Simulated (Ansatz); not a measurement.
The inner images of a band of CH8BClSi2 (13 atoms, charge 0, multiplicity 1) are given out of order.

These are results of Ansatz, RKS BHLYP-D4/def2-SVP, not measurements.

First end point:

```xyz
13
Properties=species:S:1:pos:R:3
B -0.405 2.080 1.245
Si -1.360 0.775 0.051
Si 0.485 -0.319 -0.917
C 0.778 -2.040 -0.254
Cl 2.121 0.876 -0.343
H -0.183 3.201 0.890
H -0.016 1.736 2.325
H -2.179 -0.231 0.777
H -2.200 1.392 -1.007
H 0.474 -0.325 -2.397
H 1.721 -2.446 -0.631
H -0.035 -2.705 -0.562
H 0.819 -2.030 0.838
```

Last end point:

```xyz
13
Properties=species:S:1:pos:R:3
B -0.401 2.035 1.273
Si -1.363 0.787 0.028
Si 0.474 -0.318 -0.941
C 0.786 -2.016 -0.232
Cl 2.112 0.900 -0.424
H -0.006 1.641 2.332
H -0.179 3.171 0.971
H -2.215 -0.220 0.714
H -2.172 1.451 -1.024
H 0.444 -0.370 -2.419
H 1.726 -2.424 -0.612
H -0.026 -2.696 -0.509
H 0.842 -1.975 0.859
```

Question: Put them in order from the first end to the last, with their energies above the first end.
A.
```xyz
13
Properties=species:S:1:pos:R:3
B -0.524 1.819 1.496
Si -1.266 0.884 -0.131
Si 0.457 -0.368 -1.107
C 0.895 -1.884 -0.104
Cl 2.113 0.912 -1.125
H -0.831 2.940 1.783
H 0.235 1.246 2.225
H -2.335 -0.053 0.318
H -1.858 1.809 -1.128
H 0.196 -0.745 -2.514
H 1.758 -2.397 -0.534
H 0.050 -2.580 -0.094
H 1.132 -1.617 0.929
```
B.
```xyz
13
Properties=species:S:1:pos:R:3
B -0.451 1.846 1.424
Si -1.318 0.885 -0.108
Si 0.451 -0.352 -1.041
C 0.827 -1.920 -0.099
Cl 2.128 0.896 -0.901
H -0.309 1.303 2.482
H -0.019 2.954 1.299
H -2.388 -0.059 0.307
H -1.865 1.788 -1.151
H 0.250 -0.647 -2.477
H 1.710 -2.413 -0.515
H -0.017 -2.613 -0.158
H 1.022 -1.702 0.954
```
C.
```xyz
13
Properties=species:S:1:pos:R:3
B -0.424 1.887 1.360
Si -1.360 0.831 -0.073
Si 0.447 -0.331 -1.024
C 0.832 -1.924 -0.128
Cl 2.079 0.965 -0.753
H -0.213 3.058 1.254
H -0.022 1.322 2.339
H -2.326 -0.164 0.463
H -2.040 1.646 -1.110
H 0.325 -0.567 -2.480
H 1.752 -2.373 -0.511
H 0.015 -2.640 -0.265
H 0.956 -1.745 0.943
```
D.
```xyz
13
Properties=species:S:1:pos:R:3
B -0.555 1.808 1.542
Si -1.254 0.898 -0.111
Si 0.456 -0.387 -1.082
C 0.890 -1.916 -0.100
Cl 2.133 0.854 -1.147
H -1.099 1.721 2.605
H 0.444 2.464 1.476
H -2.446 0.040 0.119
H -1.621 1.940 -1.108
H 0.138 -0.756 -2.480
H 1.732 -2.442 -0.558
H 0.035 -2.598 -0.066
H 1.166 -1.659 0.926
```
E.
```xyz
13
Properties=species:S:1:pos:R:3
B -0.570 1.809 1.558
Si -1.218 0.896 -0.127
Si 0.463 -0.398 -1.113
C 0.902 -1.918 -0.117
Cl 2.133 0.859 -1.163
H -1.333 2.468 2.206
H 0.559 1.721 1.946
H -2.412 0.058 0.173
H -1.641 1.945 -1.094
H 0.169 -0.777 -2.514
H 1.757 -2.436 -0.558
H 0.055 -2.611 -0.094
H 1.157 -1.651 0.912
```

Answer: C (+0.004 eV), A (+0.047 eV), E (+0.092 eV), D (+0.061 eV), B (+0.014 eV).

Time of the run: 7.2 min on 2 threads of Arm Neoverse V1, with other jobs on the host, peak memory 0.3 GiB.
